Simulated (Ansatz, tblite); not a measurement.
Adding an electron: the cluster Be2Te2⁺. The state is a doublet with charge 1. Geometry: r2SCAN-D4/def2-TZVP. Ansatz, gas phase; energy differences of separate SCF runs; the reduced species is a singlet (the triplet lies 1.85 eV higher at PBE0-D4/def2-TZVP).

```xyz
4

Be   -0.790   -0.651   -0.341
Be    0.790    0.651    0.341
Te    1.347   -1.455   -0.342
Te   -1.347    1.455    0.342
```

In the def2 sets Te takes a core potential; there is no spin–orbit coupling. The xTB rows come from tblite. The structure comes from a short search, and lower isomers may exist.

```csv
level,−HOMO (eV),−LUMO (eV),vertical EA (eV),HOMO–LUMO gap (eV)
GFN1-xTB,–,–,11.78,–
GFN2-xTB,–,–,10.66,–
PBE0-D4/def2-TZVP,12.03,9.60,7.89,2.43
```

Estimate the rows for PBE-D4/def2-TZVP, r2SCAN-D4/def2-TZVP.


```csv
level,−HOMO (eV),−LUMO (eV),vertical EA (eV),HOMO–LUMO gap (eV)
PBE-D4/def2-TZVP,10.98,10.22,7.74,0.76
r2SCAN-D4/def2-TZVP,11.36,10.11,7.82,1.24
```

  HOMO and LUMO are the levels of the spin that leaves or enters (xTB has no such levels and no spin-polarisation term). Other spin states of the ions may lie lower, which would lower the ionisation energy or raise the affinity. Raw xTB energy differences between charge states are shifted by several eV; the methods need an empirical correction for them.
